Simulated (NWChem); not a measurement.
Species: SiH3O2Cl; SMILES O[SiH](O)Cl

```xyz
7

Si    -0.0216     0.4669     0.4064
O     -1.3169     1.2407    -0.2364
O      1.3621     1.1484    -0.1789
Cl     0.0211    -1.5393    -0.1177
H     -0.1683     0.5522     1.8710
H     -1.3123     1.3969    -1.1861
H      2.1238     0.5732    -0.2951
```
Atoms are numbered in this order, from 1.

Results from NWChem. Pople sets run with spherical d functions. STO-3G and 3-21G are far too small for this property and stand as cheap habits. All runs use the structure optimised with PBE0/def2-SVP. B3LYP is NWChem's, with the RPA form of VWN correlation. GIAO values for the isolated, static molecule; σ is the absolute isotropic shielding, δ = σ(reference) − σ with the isolated reference molecule computed at the same levels (1H: tetramethylsilane, 17O: water, 29Si: tetramethylsilane).

| level | δ Si1 (ppm) | δ O2 (ppm) | δ O3 (ppm) | σ Cl4 (ppm) | δ H5 (ppm) | δ H6 (ppm) | δ H7 (ppm) |
|---|---|---|---|---|---|---|---|
| Hartree-Fock/6-31G* | -27.1 | 37.9 | 41.3 | 948.5 | 4.94 | 2.33 | 1.96 |
| Hartree-Fock/STO-3G | -3.1 | -72.2 | -72.1 | 1201.1 | 3.41 | -1.60 | -2.34 |
| LDA (Slater exchange, VWN5)/pcSseg-1 | -24.5 | 93.1 | 99.3 | 798.3 | 5.47 | 2.55 | 2.07 |
| B3LYP/6-31G* | ? | ? | ? | ? | ? | ? | ? |

Task: Fill in the missing entries.

Result: 
- B3LYP/6-31G*, δ Si1 (ppm): -18.1
- B3LYP/6-31G*, δ O2 (ppm): 55.3
- B3LYP/6-31G*, δ O3 (ppm): 59.9
- B3LYP/6-31G*, σ Cl4 (ppm): 871.8
- B3LYP/6-31G*, δ H5 (ppm): 5.18
- B3LYP/6-31G*, δ H6 (ppm): 2.02
- B3LYP/6-31G*, δ H7 (ppm): 1.58
